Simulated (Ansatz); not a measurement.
Calculated with Ansatz (gas phase, PBE0-D4/def2-TZVP geometries, no zero-point term in ΔE). CCSD(T)/CBS is the MP2 limit (def2-TZVPP, def2-QZVPP) plus CCSD(T) − MP2 in def2-TZVPP, frozen cores. One conformer a species, not always the lowest.

`OBC(F)S` → `OCB(F)S`  (isomerisation)

| level | ΔE (kJ/mol) |
| --- | --- |
| MP2/def2-SVP | -114.1 |
| CCSD(T)/def2-TZVPP | -109.0 |

Question: What does CCSD(T)/CBS give? (Estimate.)

Answer: The calculation gave: -107.4 kJ/mol. The listed levels differ from it by -6.7, -1.6 kJ/mol.

Largest T1 diagnostic among the species: 0.013.

Leaving LDA and LC-ωPBE aside and taking each functional with its dispersion term where it has one, the values, not all of them listed here, spread over 16.1 kJ/mol, from B97M-V to BLYP-D4. At CCSD(T), def2-SVP lies −3.3 kJ/mol from the extrapolated value and def2-TZVPP −1.7 kJ/mol.
